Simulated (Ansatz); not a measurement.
`FC1CO[SiH2]1` → 2 C• + F• + 5 H• + O• + Si•  (atomization)

Program: Ansatz. Geometries: PBE0-D4/def2-TZVP. ΔE: electronic, gas phase. CCSD(T)/CBS adds triple-zeta CCSD(T) − MP2 to the extrapolated MP2 energy (def2 sets, frozen cores). This one scheme is used for every species, atoms too. Functionals use def2-TZVPP. Open shells (•) are unrestricted, without spin–orbit coupling. Spin–orbit coupling would lower the free atoms: a little for C, F, O, Si.

```json
{"level": "PBE0-D4", "ΔE (kJ/mol)": "3786.4"}
{"level": "B2PLYP", "ΔE (kJ/mol)": "3738.2"}
{"level": "BLYP", "ΔE (kJ/mol)": "3730.9"}
{"level": "r2SCAN", "ΔE (kJ/mol)": "3788.9"}
{"level": "r2SCANh", "ΔE (kJ/mol)": "3759.1"}
{"level": "r2SCAN0", "ΔE (kJ/mol)": "3716.4"}
{"level": "SCS-MP2/def2-QZVPP", "ΔE (kJ/mol)": "3804.0"}
{"level": "CCSD/CBS(def2)", "ΔE (kJ/mol)": "3725.5"}
```

Q: What does CCSD(T)/CBS give? (Best estimate.)

A: Computed: +3785.8 kJ/mol. The listed levels differ from it by 0.6, -47.6, -54.9, 3.1, -26.7, -69.4, 18.2, -60.3 kJ/mol.

Largest T1 diagnostic among the species: 0.012.

From BLYP to BHLYP (50 % exact exchange), in def2-TZVPP and without D4, ΔE moves by −107.8 kJ/mol: exact exchange takes away binding that semilocal exchange gives to molecules. Leaving LDA and LC-ωPBE aside and taking each functional with its dispersion term where it has one, the values, not all of them listed here, spread over 223.9 kJ/mol, from BHLYP-D4 to PBE-D4. LDA lies +537.2 kJ/mol from PBE without D4, its usual overbinding. At CCSD(T), def2-SVP lies −236.5 kJ/mol from the extrapolated value and def2-TZVPP −105.0 kJ/mol: correlation converges slowly with the basis, and small sets miss more of it in the bonded molecule than in its fragments.

For atomizations the MP2-based limit and the directly extrapolated one differ by several kJ/mol either way, and by 10 to 25 for some Ge, Se and Sn compounds, so smaller differences from it don't rank the levels.
